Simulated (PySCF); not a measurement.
## Levels of Br⁴⁺ from EOM-EA-GCCSD

Reference: closed-shell Br⁵⁺, [Ar] 3d10 4s2; one electron is added. Calculated with PySCF 2.14, two-component X2C-1e with screened spin-orbit coupling, x2c-TZVPPall-2c with one added diffuse shell each of s, p, d type (7s8p5d1f, 63 functions); frozen [Ne]; all 96 virtual spinors kept. No Breit or QED terms. Binding energies in eV.

| level | Koopmans | second order | EOM-CCSD |
| --- | --- | --- | --- |
| 4p1/2 | 58.650 | 59.463 | 59.392 |
| 4p3/2 | 57.879 | 58.694 | 58.638 |
| 4d3/2 | 36.117 | 38.447 | 35.707 |
| 4d5/2 | 36.045 | 38.406 | 35.645 |
| 5s1/2 | 32.385 | 32.924 | 32.940 |
| 5p1/2 | 27.585 | 28.031 | 28.087 |
| 5p3/2 | 27.361 | 27.800 | 27.860 |

Electric-dipole lines between these computed levels:

```json
{"lower": "4p1/2", "upper": "4d3/2", "ΔE (eV)": "23.686", "vacuum wavelength (nm)": "52.35"}
{"lower": "4p1/2", "upper": "5s1/2", "ΔE (eV)": "26.453", "vacuum wavelength (nm)": "46.87"}
{"lower": "4p3/2", "upper": "4d3/2", "ΔE (eV)": "22.931", "vacuum wavelength (nm)": "54.07"}
{"lower": "4p3/2", "upper": "4d5/2", "ΔE (eV)": "22.993", "vacuum wavelength (nm)": "53.92"}
{"lower": "4p3/2", "upper": "5s1/2", "ΔE (eV)": "25.698", "vacuum wavelength (nm)": "48.25"}
{"lower": "4d3/2", "upper": "5p1/2", "ΔE (eV)": "7.620", "vacuum wavelength (nm)": "162.7"}
{"lower": "4d3/2", "upper": "5p3/2", "ΔE (eV)": "7.846", "vacuum wavelength (nm)": "158.0"}
{"lower": "4d5/2", "upper": "5p3/2", "ΔE (eV)": "7.784", "vacuum wavelength (nm)": "159.3"}
{"lower": "5s1/2", "upper": "5p1/2", "ΔE (eV)": "4.853", "vacuum wavelength (nm)": "255.5"}
{"lower": "5s1/2", "upper": "5p3/2", "ΔE (eV)": "5.079", "vacuum wavelength (nm)": "244.1"}
```

In EOM-CCSD the overlap with the one-orbital guess is low for 4d3/2 (weight 0.83), 4d5/2 (weight 0.84). That can mean mixing with two-particle, one-hole states, where second order and EOM-CCSD lose accuracy, or only a rotation among the degenerate components of the shell; the terms of those configurations are not listed.

Quantum defects δ = n − Z_c √(13.6057 eV / E) with Z_c = 5: 4p1/2 1.607, 4p3/2 1.592, 4d3/2 0.914, 4d5/2 0.911, 5s1/2 1.787, 5p1/2 1.520, 5p3/2 1.506.

For comparison, the ionisation energy of Br⁴⁺ is 59.595 ± 0.025 eV (measured; NIST Atomic Spectra Database, ionization energies).

The highest levels are limited by the diffuse functions of the basis.
